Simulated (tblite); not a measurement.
C7H9NO (charge +1 and doublet state).
Atom-mapped SMILES: `[CH+:1]=[C:2][C@H:3]1[CH2:4][C@@H:5]([NH:6][CH:7]=[O:8])[CH2:9]1` (hydrogens: H10 on C1; H11 on C3; H12, H13 on C4; H14 on C5; H15 on N6; H16 on C7; H17, H18 on C9)
Bond orders are those of one Lewis drawing.

Computed with GFN2-xTB (tblite), gas phase: L-BFGS steps from a force-field or distance-geometry start until the largest atomic force falls under 0.01 eV/Å.

Step 98: E = -707.2988 eV
```
atom  x, y, z in Å  |  force x, y, z in eV/Å
C1     -2.7693   -1.0149    1.2410    0.067  -0.005  -0.062
C2     -2.0626   -0.6455    0.3328   -0.085   0.003   0.030
C3     -1.2471   -0.1826   -0.7382   -0.011   0.027  -0.036
C4     -0.6231    1.2090   -0.5971   -0.014  -0.027   0.016
C5      0.7861    0.5513   -0.6417    0.007  -0.014  -0.003
N6      1.4618    0.6923    0.6204    0.088  -0.171   0.013
C7      2.2529   -0.2702    1.1403   -0.046   0.033  -0.066
O8      2.3046   -1.4214    0.8009   -0.061   0.144   0.026
C9      0.1695   -0.8263   -0.8869    0.034  -0.004   0.033
H10    -3.3997   -1.3607    2.0097   -0.003   0.004   0.027
H11    -1.7923   -0.3176   -1.6797   -0.018   0.008  -0.007
H12    -0.8652    1.7202    0.3304    0.020   0.008   0.055
H13    -0.7961    1.8801   -1.4322   -0.035   0.006  -0.064
H14     1.4104    0.9198   -1.4638   -0.010   0.017   0.036
H15     1.5238    1.6318    0.9916    0.021   0.010  -0.014
H16     2.8852    0.1192    1.9618    0.013  -0.018   0.017
H17     0.3791   -1.5815   -0.1332    0.005  -0.032   0.028
H18     0.3734   -1.2432   -1.8678    0.027   0.009  -0.029
```

Step 99: E = -707.3003 eV
```
atom  x, y, z in Å  |  force x, y, z in eV/Å
C1     -2.7858   -1.0230    1.2276    0.048  -0.023  -0.037
C2     -2.0732   -0.6482    0.3271   -0.070  -0.014   0.016
C3     -1.2476   -0.1828   -0.7339   -0.011   0.031  -0.032
C4     -0.6243    1.2074   -0.5836    0.018  -0.041  -0.009
C5      0.7880    0.5544   -0.6469    0.011  -0.004   0.013
N6      1.4792    0.7000    0.6100    0.047  -0.058  -0.070
C7      2.2541   -0.2659    1.1369   -0.030  -0.167  -0.023
O8      2.2795   -1.4279    0.8210   -0.048   0.326   0.068
C9      0.1707   -0.8244   -0.8806    0.036   0.002   0.005
H10    -3.4183   -1.3768    1.9902   -0.018   0.006   0.043
H11    -1.7834   -0.3182   -1.6809   -0.024   0.022  -0.003
H12    -0.8566    1.7113    0.3511    0.013  -0.013   0.038
H13    -0.8086    1.8839   -1.4118   -0.019   0.019  -0.059
H14     1.4019    0.9231   -1.4772   -0.016   0.014   0.065
H15     1.5671    1.6464    0.9627    0.006  -0.047  -0.040
H16     2.8941    0.1259    1.9528    0.022  -0.057  -0.013
H17     0.3826   -1.5706   -0.1180    0.006  -0.033   0.025
H18     0.3719   -1.2547   -1.8580    0.029   0.035   0.014
```

Step 100: E = -707.3019 eV
```
atom  x, y, z in Å  |  force x, y, z in eV/Å
C1     -2.7917   -1.0286    1.2205    0.015  -0.044   0.003
C2     -2.0808   -0.6490    0.3211   -0.033  -0.016  -0.011
C3     -1.2487   -0.1815   -0.7340   -0.017   0.009  -0.014
C4     -0.6251    1.2065   -0.5760    0.019  -0.007  -0.022
C5      0.7895    0.5578   -0.6520    0.016  -0.037   0.027
N6      1.4906    0.7053    0.6009    0.058   0.021  -0.064
C7      2.2524   -0.2650    1.1376   -0.062  -0.031   0.024
O8      2.2647   -1.4290    0.8343   -0.058   0.169   0.009
C9      0.1717   -0.8219   -0.8775    0.023  -0.014  -0.007
H10    -3.4209   -1.3886    1.9833   -0.017   0.016   0.033
H11    -1.7790   -0.3176   -1.6845   -0.017   0.033   0.009
H12    -0.8510    1.7042    0.3650    0.015  -0.035  -0.004
H13    -0.8181    1.8872   -1.4002    0.002   0.016  -0.028
H14     1.3967    0.9274   -1.4865   -0.018   0.013   0.065
H15     1.5962    1.6579    0.9368    0.001  -0.120  -0.041
H16     2.8909    0.1200    1.9574    0.035  -0.017  -0.021
H17     0.3837   -1.5614   -0.1066    0.002  -0.013   0.002
H18     0.3703   -1.2639   -1.8513    0.035   0.058   0.042
```

Q: Estimate the geometry and energy of step 101. (The exact step hangs on the optimiser's Hessian estimate; all steps are aligned on step 100, rigid shifts and turns removed.)

A: E = -707.3038 eV, largest force 0.245 eV/Å
```
atom  x, y, z in Å  |  force x, y, z in eV/Å
C1     -2.8058   -1.0389    1.2083    0.028  -0.032  -0.021
C2     -2.0920   -0.6522    0.3138   -0.026  -0.031   0.007
C3     -1.2494   -0.1807   -0.7323   -0.024  -0.025   0.017
C4     -0.6250    1.2052   -0.5644    0.014   0.022  -0.043
C5      0.7921    0.5615   -0.6584   -0.008  -0.039   0.025
N6      1.5111    0.7126    0.5849    0.040  -0.038  -0.069
C7      2.2529   -0.2618    1.1368   -0.057  -0.104   0.035
O8      2.2387   -1.4332    0.8564   -0.046   0.239   0.025
C9      0.1743   -0.8191   -0.8722   -0.023  -0.019  -0.001
H10    -3.4372   -1.4036    1.9676   -0.011   0.021   0.022
H11    -1.7749   -0.3153   -1.6864    0.003   0.040   0.014
H12    -0.8447    1.6934    0.3847    0.026  -0.057  -0.047
H13    -0.8290    1.8944   -1.3819    0.029  -0.018   0.024
H14     1.3880    0.9348   -1.4987   -0.013   0.004   0.049
H15     1.6301    1.6654    0.9064    0.025  -0.016  -0.001
H16     2.9030    0.1220    1.9504    0.007  -0.028  -0.064
H17     0.3880   -1.5465   -0.0877   -0.005   0.003  -0.029
H18     0.3712   -1.2782   -1.8391    0.041   0.079   0.056
```

The energy changes by -0.0019 eV. The first-order estimate −F·Δx gives -0.0028 eV and the mean of the old and new forces, exact on a quadratic surface, -0.0018 eV. The step makes an angle of 84° with the force vector and moves no atom by more than 0.046 Å.

What follows is the cost of the whole relaxation. Time: 1.2 s. Hardware: one thread, Arm Neoverse V1 (aarch64), no GPU, shared host with 32 logical CPUs at a one-minute load of 18.
